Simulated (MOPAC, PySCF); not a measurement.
CH₉N₃OSi, SMILES `O(C)[Si](N)(N)N`, neutral singlet in the gas phase. 

Z-matrix (Å, degrees):
```
Si
O 1 1.6730
C 2 1.4045 1 122.33
H 3 1.1023 2 109.01 1 -178.95
H 3 1.1070 4 108.34 2 -122.32
H 3 1.1080 4 107.87 5 -116.06
N 1 1.7172 2 119.17 3 -56.27
H 7 1.0137 1 121.68 2 76.30
H 7 1.0139 8 112.11 1 152.04
N 1 1.7222 2 100.62 3 -172.08
H 10 1.0140 1 120.66 2 -167.98
H 10 1.0149 11 111.20 1 -144.52
N 1 1.7321 2 105.14 3 59.03
H 13 1.0153 1 119.76 2 -173.32
H 13 1.0158 14 110.34 1 143.49
```
Charge 0, spin multiplicity 1.

All levels are single points at this geometry (r2SCAN-D4/def2-SVP); Pople sets use spherical d functions. Orbital energies aren't observables, and empty levels follow the basis.

HF/3-21G in PySCF gives dipole (D) = 1.76.

### Question
Estimate the dipole (D) from each of these levels: r2SCAN-D4/def2-TZVP in PySCF; B3LYP/3-21G in PySCF; B3LYP/6-311+G** in PySCF; B3LYP/LANL2DZ in PySCF; BP86/6-31G* in PySCF; M06-2X/6-31G* in PySCF; PBE/6-31G* in PySCF; SVWN5/6-31G* in PySCF; HF/6-31G* in PySCF; AM1 in MOPAC; PM3 in MOPAC; PM6 in MOPAC.

### Answer

| level | dipole (D) |
|---|---|
| r2SCAN-D4/def2-TZVP in PySCF | 1.27 |
| B3LYP/3-21G in PySCF | 1.69 |
| B3LYP/6-311+G** in PySCF | 1.32 |
| B3LYP/LANL2DZ in PySCF | 1.72 |
| BP86/6-31G* in PySCF | 1.42 |
| M06-2X/6-31G* in PySCF | 1.44 |
| PBE/6-31G* in PySCF | 1.42 |
| SVWN5/6-31G* in PySCF | 1.48 |
| HF/6-31G* in PySCF | 1.47 |
| AM1 in MOPAC | 1.31 |
| PM3 in MOPAC | 1.30 |
| PM6 in MOPAC | 1.53 |
